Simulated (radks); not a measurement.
The numbers below are computed, except where a source is named.
Task: Ru, 44 electrons, occupied as [Kr] 4d7 6s1 (not the ground configuration). Code: a radial shooting solver on a logarithmic mesh with Libxc functionals. Model: Dirac Kohn-Sham, PBE, spin-unpolarised, spherical densities, finite nucleus; open shells are shared between the two j in proportion to 2j + 1; Fermi nuclear charge, rms radius 4.4809 fm. Some entries of the table are withheld. Estimate them.

orbital,occ.,eigenvalue (eV),<r> (bohr),r(max) (bohr)
1s1/2,2,-21929.25,0.03344,(1)
2s1/2,2,(2),(3),0.1230
2p1/2,2,-2916.106,0.1236,0.09548
2p3/2,4,-2785.180,0.1284,0.09947
3s1/2,2,-558.9462,(4),0.3618
3p1/2,2,-466.0339,0.3956,0.3486
3p3/2,4,-443.8211,0.4063,0.3581
3d3/2,4,-279.3790,0.3821,0.2995
3d5/2,6,-275.0517,0.3856,0.3023
4s1/2,2,-80.3121,1.020,0.9151
4p1/2,2,-52.7253,1.108,(5)
4p3/2,4,-49.3554,1.140,(6)
4d3/2,2.8,(7),1.635,1.207
4d5/2,4.2,(8),1.658,1.219
6s1/2,1,-1.4083,9.012,8.351

Result: 
(1) 1s1/2 r(max) (bohr): 0.02171
(2) 2s1/2 eigenvalue (eV): -3155.578
(3) 2s1/2 <r> (bohr): 0.1453
(4) 3s1/2 <r> (bohr): 0.4024
(5) 4p1/2 r(max) (bohr): 0.9669
(6) 4p3/2 r(max) (bohr): 0.9918
(7) 4d3/2 eigenvalue (eV): -9.3387
(8) 4d5/2 eigenvalue (eV): -9.0077
